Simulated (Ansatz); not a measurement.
One change: `OB(F)O[SiH3]` becomes `C=NB(O)F`.

Ansatz, PBE0-D4/def2-TZVP geometries, multiplicity 1. Each molecule was computed in one conformer, which needn't be the lowest.

```tsv
property	`OB(F)O[SiH3]`
HOMO energy (PBE/def2-TZVPP) / eV	-7.77
HOMO–LUMO gap (PBE0/def2-TZVPP) / eV	9.25
LUMO energy (B3LYP/def2-TZVPP) / eV	-0.26
HOMO–LUMO gap (ωB97M-V/def2-TZVPP) / eV	13.07
size of the dipole moment (PBE/def2-TZVPP) / D	1.25
HOMO–LUMO gap (B3LYP/def2-TZVPP) / eV	8.77
```

(1) Give the same properties after the change, and the shifts. (Best estimate.)

Results:

(1) Computed: 
```csv
property,`C=NB(O)F`,shift
HOMO energy (PBE/def2-TZVPP) / eV,-6.19,1.58
HOMO–LUMO gap (PBE0/def2-TZVPP) / eV,6.52,-2.73
LUMO energy (B3LYP/def2-TZVPP) / eV,-1.40,-1.14
HOMO–LUMO gap (ωB97M-V/def2-TZVPP) / eV,11.14,-1.93
size of the dipole moment (PBE/def2-TZVPP) / D,3.14,1.89
HOMO–LUMO gap (B3LYP/def2-TZVPP) / eV,6.04,-2.73
```

With PBE0 the HOMO rises by 1.59 eV and the LUMO falls by 1.15 eV, so the gap narrows by about 2.74 eV. PBE moves the HOMO by 1.58 eV and ωB97M-V by 1.55 eV. The zero-point energy changes by 1.5 kJ/mol with -3 modes. Dipoles are sizes alone; their direction can turn.

B3LYP here is the variant with VWN-RPA as its local correlation; programs differ in this.
